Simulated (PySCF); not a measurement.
Isomers of C4H11ClOSi2, mass 166.004 u with the commonest isotopes. Theory: PBE0-D3(BJ)/def2-SVP geometry optimisation, gas phase in PySCF. One conformer each, none proved a minimum here; rigid rotors.

Question: Order these by out-of-plane moment Σ m c² = (Ia + Ib − Ic)/2, largest first.
A. `[CH3:1][Si@:2]1([CH2:3][Cl:4])[CH2:5][CH2:6][SiH2:7][O:8]1` with C1–Si2–C3–Cl4 -67°, C1–Si2–C5–C6 -93°, Si2–C5–C6–Si7 -33°, C5–C6–Si7–O8 28°, C6–Si7–O8–Si2 -10°
B. `[SiH3:1][O:2][Si@@H:3]([Cl:4])[CH2:5][CH:6]1[CH2:7][CH2:8]1` with Si1–O2–Si3–Cl4 -15°, O2–Si3–C5–C6 -179°, Si3–C5–C6–C7 -155°
C. `[Cl:1][CH2:2][SiH2:3][O:4][SiH2:5][CH:6]1[CH2:7][CH2:8]1` with Cl1–C2–Si3–O4 180°, C2–Si3–O4–Si5 166°, Si3–O4–Si5–C6 132°, O4–Si5–C6–C7 152°
D. `[SiH3:1][CH2:2][Si@:3]1([Cl:4])[CH2:5][CH2:6][CH2:7][O:8]1` with Si1–C2–Si3–Cl4 -70°, C2–Si3–C5–C6 -145°, Si3–C5–C6–C7 38°, C5–C6–C7–O8 -37°, C6–C7–O8–Si3 16°

Answer: A (99.57 u·Å²), D (84.50 u·Å²), B (47.25 u·Å²), C (24.08 u·Å²).

Question: Order these by rotational constant B, smallest first.
A. `[Cl:1][CH2:2][SiH2:3][O:4][SiH2:5][CH:6]1[CH2:7][CH2:8]1` with Cl1–C2–Si3–O4 180°, C2–Si3–O4–Si5 166°, Si3–O4–Si5–C6 132°, O4–Si5–C6–C7 152°
B. `[CH3:1][Si@:2]1([CH2:3][Cl:4])[CH2:5][CH2:6][SiH2:7][O:8]1` with C1–Si2–C3–Cl4 -67°, C1–Si2–C5–C6 -93°, Si2–C5–C6–Si7 -33°, C5–C6–Si7–O8 28°, C6–Si7–O8–Si2 -10°
C. `[SiH3:1][O:2][Si@@H:3]([Cl:4])[CH2:5][CH:6]1[CH2:7][CH2:8]1` with Si1–O2–Si3–Cl4 -15°, O2–Si3–C5–C6 -179°, Si3–C5–C6–C7 -155°
D. `[SiH3:1][CH2:2][Si@:3]1([Cl:4])[CH2:5][CH2:6][CH2:7][O:8]1` with Si1–C2–Si3–Cl4 -70°, C2–Si3–C5–C6 -145°, Si3–C5–C6–C7 38°, C5–C6–C7–O8 -37°, C6–C7–O8–Si3 16°

Answer: A (367.1 MHz), C (578.6 MHz), B (685.2 MHz), D (848.7 MHz).

Question: Order these by rotational constant A, largest first.
A. `[Cl:1][CH2:2][SiH2:3][O:4][SiH2:5][CH:6]1[CH2:7][CH2:8]1` with Cl1–C2–Si3–O4 180°, C2–Si3–O4–Si5 166°, Si3–O4–Si5–C6 132°, O4–Si5–C6–C7 152°
B. `[CH3:1][Si@:2]1([CH2:3][Cl:4])[CH2:5][CH2:6][SiH2:7][O:8]1` with C1–Si2–C3–Cl4 -67°, C1–Si2–C5–C6 -93°, Si2–C5–C6–Si7 -33°, C5–C6–Si7–O8 28°, C6–Si7–O8–Si2 -10°
C. `[SiH3:1][CH2:2][Si@:3]1([Cl:4])[CH2:5][CH2:6][CH2:7][O:8]1` with Si1–C2–Si3–Cl4 -70°, C2–Si3–C5–C6 -145°, Si3–C5–C6–C7 38°, C5–C6–C7–O8 -37°, C6–C7–O8–Si3 16°
D. `[SiH3:1][O:2][Si@@H:3]([Cl:4])[CH2:5][CH:6]1[CH2:7][CH2:8]1` with Si1–O2–Si3–Cl4 -15°, O2–Si3–C5–C6 -179°, Si3–C5–C6–C7 -155°

Answer: A (3650 MHz), B (2246 MHz), D (2151 MHz), C (1685 MHz).

| SMILES | point group | Ia (u·Å²) | Ib (u·Å²) | Ic (u·Å²) | κ | μa (D) | μb (D) | μc (D) |
| --- | --- | --- | --- | --- | --- | --- | --- | --- |
| [SiH3]O[Si@@H](Cl)CC1CC1 | C1 | 234.91 | 873.44 | 1013.85 | -0.90 | 0.73 | 1.22 | 0.23 |
| [SiH3]C[Si@]1(Cl)CCCO1 | C1 | 299.91 | 595.47 | 726.38 | -0.69 | 1.52 | 1.37 | 2.10 |
| ClC[SiH2]O[SiH2]C1CC1 | C1 | 138.47 | 1376.81 | 1467.12 | -0.99 | 2.27 | 0.87 | 0.02 |
| C[Si@]1(CCl)CC[SiH2]O1 | C1 | 224.99 | 737.55 | 763.40 | -0.97 | 0.77 | 0.24 | 0.58 |
